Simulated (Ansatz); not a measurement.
```yaml
atoms:
  - { symbol: C, position_ang: [0.0019, -0.0058, -0.1717] }
  - { symbol: H, position_ang: [0.0031, 0.8537, 0.5341] }
  - { symbol: H, position_ang: [-0.0072, -0.8554, 0.5365] }
```

Basis set: def2-TZVP (spherical functions). Left uncorrelated: 1 orbital. Charge 0, multiplicity 1.

Computed with Ansatz (development build ahead of 0.2.0); each method stands on the lowest determinant of its kind that the runs found. Restricted open shells among the atoms or ions are ROHF, correlated in semicanonical orbitals with singles.

The atomization energy at this shape (free ground-state atoms in the same class of orbitals less the molecule, no zero-point energy) of singlet CH2:

| method | atomization energy |
| --- | --- |
| RHF | 5.59 eV |

Question: What does RHF-MP2 give?

Answer: 7.27 eV. Caution: another spin multiplicity may lie lower; in another basis set an unrestricted determinant lies well below.
